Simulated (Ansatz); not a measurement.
Start from `[NH2][Ga]([F])[SH]` and change one atom or group to get `C[CH2][Ga]([F])[SH]`.

Ansatz, PBE0-D4/def2-TZVP geometries, multiplicity 1. Each molecule was computed in one conformer, which needn't be the lowest.

Scalar relativity is left out up to krypton.

| property | `[NH2][Ga]([F])[SH]` |
| --- | --- |
| LUMO energy (ωB97M-V/def2-TZVPP) / eV | 1.09 |
| size of the dipole moment (B3LYP/def2-TZVPP) / D | 1.96 |
| LUMO energy (PBE/def2-TZVPP) / eV | -1.61 |
| HOMO energy (ωB97M-V/def2-TZVPP) / eV | -9.91 |
| size of the dipole moment (PBE/def2-TZVPP) / D | 1.91 |
| HOMO–LUMO gap (ωB97M-V/def2-TZVPP) / eV | 11.00 |

Problem. Give the same properties after the change, and the shifts. (Estimate.)

Solution. Ansatz gave: 
```
                                        property  `C[CH2][Ga]([F])[SH]`  shift
           LUMO energy (ωB97M-V/def2-TZVPP) / eV                   0.99  -0.10
size of the dipole moment (B3LYP/def2-TZVPP) / D                   3.56   1.60
               LUMO energy (PBE/def2-TZVPP) / eV                  -1.48   0.13
           HOMO energy (ωB97M-V/def2-TZVPP) / eV                 -10.02  -0.11
  size of the dipole moment (PBE/def2-TZVPP) / D                   3.47   1.56
         HOMO–LUMO gap (ωB97M-V/def2-TZVPP) / eV                  11.01   0.01
```

Dipoles are sizes alone; their direction can turn.

B3LYP here is the variant with VWN-RPA as its local correlation; programs differ in this.
